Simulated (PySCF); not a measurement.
Electron correlation in Sc (scandium, neutral)

[Ar] 3d1 4s2, 2D determinant. All numbers are calculated (PySCF 2.14, the non-relativistic Hamiltonian (point nucleus), in 6-31G* (5s4p2d1f, 34 functions)). Frozen: [Ar]; 3 electrons correlated.

MP2 pair energies summed by pair of shells (mhartree):

```
 pair  energy  share (%)
4s-4s  -16.86       81.4
3d-4s   -3.84       18.6
```

Total MP2 correlation energy: -20.69 mhartree.

Same-spin part -1.34 and opposite-spin part -19.35 mhartree; SCS-MP2 scales them by 1/3 and 6/5 to -23.67 mhartree.
